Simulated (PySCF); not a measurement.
# Computed records: AlBFH2O

Computed with PySCF 2.14.0. Calculation on a computer-drawn molecule: optimised geometry and harmonic frequencies of an isolated molecule of the commonest isotopes, restricted reference for singlets and unrestricted otherwise, frozen core in MP2.

```yaml
- formula: AlBFH2O
  start_structure:
    atoms_angstrom:
      - [O, 2.3246, 3.5275, -0.2725]
      - [Al, 2.5022, 1.8651, -0.1122]
      - [B, 2.4439, -0.178, -0.0384]
      - [F, 1.5891, -0.613, 1.003]
      - [H, 2.2294, 4.4066, -0.3191]
      - [H, 3.4312, -0.7134, -0.0907]
  given:
    charge: 0
    multiplicity: 2
    method: HF
    basis: "cc-pV(D+d)Z"
    drawn_bonds_atom: [1, 2, 3, 1, 3]
    drawn_bonds_other_atom: [2, 3, 4, 5, 6]
    drawn_bonds_order: [1, 1, 1, 1, 1]
  results:
    optimised_atom_element: [O, Al, B, F, H, H]
    "optimised_atom_x [angstrom]": [2.479, 3.038, 2.498, 1.483, 1.893, 3.129]
    "optimised_atom_y [angstrom]": [3.512, 2.156, 0.1084, -0.5008, 3.607, -0.5879]
    "optimised_atom_z [angstrom]": [-0.1156, 0.7328, 0.1782, 0.8019, -0.8478, -0.5794]
    "modes_frequency [cm^-1]": [61.58, 165.8, 220.8, 357.3, 488.3, 524.7, 749.4, 875.3, 1144, 1264, 2654, 4219]
    "modes_reduced_mass [dalton]": [4.357, 3.284, 6.504, 1.31, 3.379, 1.328, 1.768, 6.355, 1.417, 4.72, 1.088, 1.068]
    "rotational_constants [GHz]": [19.24, 2.455, 2.351]
    "total_energy [hartree]": -442.1305
    spin_squared: 0.7833
    "convergence_status_largest_gradient_component [hartree/bohr]": 2.164e-05
```
